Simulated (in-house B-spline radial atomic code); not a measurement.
Ionisation energies with and without relativity, with size and susceptibility from the Dirac run. Dirac energy differences include first-order Breit, QED and recoil terms. NIST's values go from ground level to ground level; the uncertainty of those that are theory runs from under 0.1 % in few-electron ions to several per cent in heavy many-electron ones. Computed with a B-spline radial code for spherical atoms: non-relativistic Hartree-Fock and Dirac-Hartree-Fock, averages of the configuration (point nuclei without relativity, finite nuclei with it).

| ion | configuration | configuration after | ionisation non-relativistic (eV) | ionisation Dirac Breit and QED (eV) | tabulated value (eV) | tabulated kind | radius at density 0.001 (bohr) | diamagnetic susceptibility (10⁻⁶ cm³/mol) |
| --- | --- | --- | --- | --- | --- | --- | --- | --- |
| In3+ | [Kr] 4d10 | [Kr] 4d9 | 55.47 | 54.70 | 55.45 | measured | 2.939 | -20.109 |
| Sn3+ | [Kr] 4d10 5s1 | [Kr] 4d10 | 37.84 | 39.25 | 40.74 | measured | 3.36 | -22.274 |
| Sb3+ | [Kr] 4d10 5s2 | [Kr] 4d10 5s1 | ? | ? | ? | measured | ? | ? |
| Te3+ | [Kr] 4d10 5s2 5p1 | [Kr] 4d10 5s2 | 35.81 | 36.04 | 37.4155 | measured | 3.648 | -26.229 |
| I3+ | [Kr] 4d10 5s2 5p2 | [Kr] 4d10 5s2 5p1 | 38.47 | 38.73 | 40.357 | measured | 3.682 | -27.873 |
| Xe3+ | [Kr] 4d10 5s2 5p3 | [Kr] 4d10 5s2 5p2 | 41.17 | 41.46 | 42.2 | measured | 3.665 | -29.072 |
| Cs3+ | [Kr] 4d10 5s2 5p4 | [Kr] 4d10 5s2 5p3 | 43.91 | 44.23 | 43 | tabulated theory | 3.624 | -29.937 |
| Ba3+ | [Kr] 4d10 5s2 5p5 | [Kr] 4d10 5s2 5p4 | 46.69 | 47.04 | 47 | semi-empirical | 3.572 | -30.548 |
| La3+ | [Kr] 4d10 5s2 5p6 | [Kr] 4d10 5s2 5p5 | 49.51 | 49.91 | 49.95 | semi-empirical | 3.513 | -30.961 |
| Ce3+ | [Xe] 4f1 | [Kr] 4d10 5s2 5p6 | 38.79 | 34.98 | 36.906 | semi-empirical | 3.469 | -30.53 |
| Pr3+ | [Xe] 4f2 | [Xe] 4f1 | ? | ? | ? | semi-empirical | ? | ? |
| Nd3+ | [Xe] 4f3 | [Xe] 4f2 | 41.03 | 36.95 | 40.6 | semi-empirical | 3.386 | -29.613 |
| Pm3+ | [Xe] 4f4 | [Xe] 4f3 | ? | ? | ? | semi-empirical | ? | ? |
| Sm3+ | [Xe] 4f5 | [Xe] 4f4 | 42.89 | 38.48 | 41.64 | semi-empirical | 3.31 | -28.692 |
| Eu3+ | [Xe] 4f6 | [Xe] 4f5 | 43.70 | 39.12 | 42.94 | semi-empirical | 3.275 | -28.241 |
| Gd3+ | [Xe] 4f7 | [Xe] 4f6 | 44.45 | 39.68 | 44.44 | semi-empirical | 3.241 | -27.799 |

Q: Fill in the row of Sb3+.

A: ionisation non-relativistic (eV): 40.15; ionisation Dirac Breit and QED (eV): 41.62; tabulated value (eV): 43.804; radius at density 0.001 (bohr): 3.495; diamagnetic susceptibility (10⁻⁶ cm³/mol): -23.979.

Q: Fill in the row of Pr3+.

A: ionisation non-relativistic (eV): 39.97; ionisation Dirac Breit and QED (eV): 36.03; tabulated value (eV): 38.981; radius at density 0.001 (bohr): 3.426; diamagnetic susceptibility (10⁻⁶ cm³/mol): -30.076.

Q: Fill in the row of Pm3+.

A: ionisation non-relativistic (eV): 42.00; ionisation Dirac Breit and QED (eV): 37.77; tabulated value (eV): 41.17; radius at density 0.001 (bohr): 3.347; diamagnetic susceptibility (10⁻⁶ cm³/mol): -29.15.
